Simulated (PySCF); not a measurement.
# Computed structure and properties of [CeCl4]−

System: [CeCl4]− (singlet in the valence; each metal's 4f electrons, 1 of them, lie in its core potential, out of spins and levels); start: template (Td). Method: PySCF 2.14.0, RKS PBE, Ce lcecp-1-SVP with ECP47, Cl def2-SVP; non-relativistic Hamiltonian with scalar-relativistic core potentials where named; density fitting; no spin-orbit coupling.

Input of the relaxation:

```python
mol = gto.M(atom='''
Ce    -0.00000     0.00000    -0.00000
Cl     1.56110     1.56110     1.56110
Cl    -1.56110    -1.56110     1.56110
Cl     1.56110    -1.56110    -1.56110
Cl    -1.56110     1.56110    -1.56110''',
    basis={'Ce': 'lcecp-1-SVP', 'Cl': 'def2-SVP'},
    ecp={'Ce': 'lcecp-1-SVP'},
    charge=-1, spin=0)
mf = dft.RKS(mol, xc='PBE')
mf.grids.atom_grid = (50, 194)  # f atoms: unpruned, at least (60, 302)
mf = mf.density_fit()  # fitting sets: Ce AutoAux, Cl def2-universal-JKFIT
mf.conv_tol = 1e-08; mf.max_cycle = 55
mf.kernel(dm0)  # dm0: converged density of the start geometry
# quasi-Newton relaxation in Cartesian coordinates to a largest gradient under 0.00045 Eh/bohr, steps kept in the point group
```

Run from Python with OMP_NUM_THREADS=2; the lines above give its settings. Where DIIS fails, smearing, a level shift and second-order steps follow.
It took 16 s on 2 threads of Arm Neoverse V1, on a shared host, from the converged density of the start.

Course of the relaxation:

```json
{"step": "0", "energy above end (eV)": "0.0417", "largest force component within the symmetry (eV/Å)": "0.253"}
{"step": "1", "energy above end (eV)": "0.0104", "largest force component within the symmetry (eV/Å)": "0.129"}
{"step": "2", "energy above end (eV)": "0.0000", "largest force component within the symmetry (eV/Å)": "0.008"}
{"step": "3", "energy above end (eV)": "0.0000", "largest force component within the symmetry (eV/Å)": "0.000"}
```

Relaxed geometry (Td):

```xyz
5

Ce    0.0000    0.0000    0.0000
Cl    1.5341    1.5341    1.5341
Cl   -1.5341   -1.5341    1.5341
Cl    1.5341   -1.5341   -1.5341
Cl   -1.5341    1.5341   -1.5341
```

```tsv
contact	Å
Ce1–Cl2 (Cl)	2.657
Ce1–Cl3 (Cl)	2.657
Ce1–Cl4 (Cl)	2.657
Ce1–Cl5 (Cl)	2.657
```

On the finer grid (75, 302):

The HOMO is -3.11 eV, the LUMO is 2.56 eV and the dipole about the centre of mass is 0.00 D. The set of Mulliken populations of Ce1 outside the core potential is s 2.26, p 6.43, d 1.65, f 0.05 and the D3(BJ) dispersion energy (not in the energies) is -0.167 eV.

```csv
atom,Mulliken (e),Löwdin (e),spin (e)
Ce1,0.61,-0.41,0.00
Cl2,-0.40,-0.15,0.00
Cl3,-0.40,-0.15,0.00
Cl4,-0.40,-0.15,0.00
Cl5,-0.40,-0.15,0.00
```

The 4f levels lie in the core potential and are missing. Their spin isn't counted.

On the grid (50, 194), as all that follows. Harmonic modes: a minimum; lowest 66 cm⁻¹ (negative: unstable), highest 296 cm⁻¹, zero-point energy 0.095 eV.

Taking off one Cl (charge -1, singlet; the rest: singlet) in vacuum, both parts rigid, costs 4.89 eV; the small basis without counterpoise inflates it.

Rigid scan of Cl along the line from its metal, all other atoms held (where the atom bridges, its other bond changes as well):

distance to Cl2 (Å), energy (eV) and a bar:
```
     2.36      0.573 #######
     2.46      0.223 ###
     2.56      0.048 #
     2.66      0.000 
     2.76      0.039 
     2.86      0.138 ##
     3.06      0.439 ######
     3.36      0.983 #############
     3.76      1.673 #####################
     4.26      2.355 ##############################
```

One start shape was tried, so this needn't be the lowest isomer.

An lcecp potential fixes the number of 4f electrons, so in runs with it no electron can move into or out of that shell.
